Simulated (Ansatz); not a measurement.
Consider the ligand exchange at a Cd–O bond: `[SiH3][O][Cd][Br]` + H–F → `[F][Cd][Br]` + `O[SiH3]`.

Gas-phase electronic energies from Ansatz, PBE0-D4/def2-TZVP geometries. CCSD(T)/CBS adds triple-zeta CCSD(T) − MP2 to the extrapolated MP2 energy (def2 sets, frozen cores). This one scheme is used for every species. Functionals use def2-TZVPP. def2 core potentials past Kr. For Br, Cd outer-core shells are correlated without core-valence functions, which leaves a few kJ/mol of doubt a bond. Scalar relativity is left out up to krypton. One conformer a species, not always the lowest.

| level | ΔE (eV) |
| --- | --- |
| PBE-D4 | -0.15 |
| revPBE | -0.21 |
| r2SCAN0 | -0.11 |
| LC-ωPBE | -0.17 |
| RPA@PBE/def2-TZVPP | 0.01 |
| HF/def2-TZVPP | -0.16 |
| CCSD/def2-TZVPP | 0.00 |
| CCSD(T)/def2-TZVPP | 0.02 |

(1) What does CCSD(T)/CBS give? (Best estimate.)

Largest T1 diagnostic among the species: 0.014.

## Answers

(1) The calculation gave: -0.04 eV. The listed levels differ from it by -0.11, -0.17, -0.07, -0.13, 0.05, -0.12, 0.04, 0.06 eV.

At CCSD(T), def2-SVP lies +0.04 eV from the extrapolated value and def2-TZVPP +0.06 eV. Leaving LDA and LC-ωPBE aside and taking each functional with its dispersion term where it has one, the values, not all of them listed here, spread over 0.14 eV, from B97M-V to PBE-QIDH. LDA lies +0.09 eV from PBE without D4.
